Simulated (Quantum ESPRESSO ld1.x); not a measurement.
Problem. The aim is neutral krypton in [Kr]. What will ld1.x (Quantum ESPRESSO 7.5) do with this input?

```
 &input
    zed=36.0,
    iswitch=1,
    rel=1,
    dft='BLYP',
    config='[Kr]',
    beta=0.005,
    prefix='ld1',
    max_out_wfc=37,
    file_charge='ld1.rho',
 /
```

Solution. Not converged. So little new potential is mixed in that the limit of 200 iterations comes first; the energy is off by +0.004915 hartree.

Output (excerpt):

```
     Program LD1 v.7.5 starts

     Message from routine scf:
     warning: convergence not achieved
     --------------------------- All-electron run ----------------------------

     scalar relativistic calculation

     atomic number is 36.00
     dft =BLYP   lsd =0 sic =0 latt =0  beta=0.01 tr2=1.0E-14
     Exchange-correlation= BLYP
                           (   1   3   1   3   0   0   0)
     mesh =2025 r(mesh) = 100.33164 a.u. xmin = -8.00 dx = 0.00800
     1 Ry =  13.60569312 eV, c = 137.03599908

     n l     nl                  e(Ry)          e(Ha)          e(eV)
     1 0     1S 1( 2.00)     -1040.8752      -520.4376    -14161.8286
     2 0     2S 1( 2.00)      -137.0586       -68.5293     -1864.7769
     2 1     2P 1( 6.00)      -121.2020       -60.6010     -1649.0374
     3 0     3S 1( 2.00)       -19.3758        -9.6879      -263.6216
     3 1     3P 1( 6.00)       -14.3297        -7.1648      -194.9648
     4 0     4S 1( 2.00)        -1.6858        -0.8429       -22.9360
     4 1     4P 1( 6.00)        -0.6683        -0.3341        -9.0926
     3 2     3D 1(10.00)        -5.9753        -2.9876       -81.2975

     final scf error:  2.9E-07 reached in 201 iterations

     Etot =   -5581.419279 Ry,   -2790.709640 Ha,  -75939.077903 eV

     Ekin =    5709.416674 Ry,    2854.708337 Ha,   77680.571179 eV
     Encl =  -13461.210195 Ry,   -6730.605097 Ha, -183149.094977 eV
     Eh   =    2364.210681 Ry,    1182.105341 Ha,   32166.725004 eV
     Exc  =    -193.836439 Ry,     -96.918220 Ha,   -2637.279109 eV
```

Run on one thread of a shared host, so times are rough (Intel(R) Xeon(R) Processor @ 2.60GHz): 1.4 s of CPU time, 1.5 s wall, 201 iterations on 2025 mesh points.
